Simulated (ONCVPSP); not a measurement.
Scattering properties, ONCV potential for phosphorus

```
Element                 : P
Generator               : ONCVPSP 4.0.1
Type                    : optimised norm-conserving Vanderbilt (ONCV)
Functional              : PBE
Relativity              : fully relativistic
Frozen core             : [He]
Valence charge          : 13
Reference configuration : 2s2 2p6 3s2 3p2 (charge +1)
Partial waves           : 2s+3s: rc 0.90 bohr, ncon 4, nbas 8, qcut 11.4 1/bohr, 2 projectors; 2p+3p: rc 0.90 bohr, ncon 4, nbas 7, qcut 19.1 1/bohr, 2 projectors; d scattering state at 0.19 Ha: rc 0.80 bohr, ncon 4, nbas 8, qcut 11.5 1/bohr, 2 projectors, debl 3.2 Ha
Local potential         : polynomial inside 0.50 bohr (lpopt 1, dvloc0 3 Ha)
Core correction         : Teter function, fcfact 4, rcfact 1.35
```

Open shells are filled in proportion to 2j + 1.

The phase is arctan(r·R′/R) of the radial function R(r), unwrapped; energies in Ha, scanned from -8 to 5 Ha. A pole is an energy at which the radial function vanishes at the test radius. The pseudo phase is shifted by a multiple of π to meet the all-electron one at the reference energy, and phase errors are pseudo minus all-electron; the curves can meet again beyond the range given. Levels narrower than the energy grid can be missing from the lists of poles.

```
channel  radius (bohr)  reference energy (Ha)  poles, all-electron  poles, pseudo  unbroken range about the reference energy with phases within 0.05 rad  phase error 1 Ha above the reference energy (rad)
      s           0.91                  -0.86                -5.64          -5.64                                                        the whole range                                             +0.000
   p3/2           0.91                  -0.52                -4.02          -4.02                                                        the whole range                                             +0.000
   p1/2           0.91                  -0.52                -4.06          -4.06                                                        the whole range                                             +0.000
   d5/2           0.81                   0.19                 none           none                                                        the whole range                                             +0.000
   d3/2           0.81                   0.19                 none           none                                                        the whole range                                             +0.000
```

Phases in the p3/2 channel:

```tsv
E (Ha)	all-electron	pseudo
-7.96	0.914	0.914
-7.24	0.721	0.721
-6.52	0.293	0.293
-5.80	-0.553	-0.553
-5.08	-1.199	-1.199
-4.36	-1.488	-1.488
-3.64	-1.643	-1.643
-2.92	-1.750	-1.750
-2.20	-1.840	-1.840
-1.48	-1.927	-1.927
-0.76	-2.023	-2.023
-0.04	-2.141	-2.141
0.68	-2.297	-2.297
1.40	-2.515	-2.514
2.12	-2.820	-2.819
2.84	-3.201	-3.199
3.56	-3.576	-3.574
4.28	-3.868	-3.866
5.00	-4.073	-4.071
```
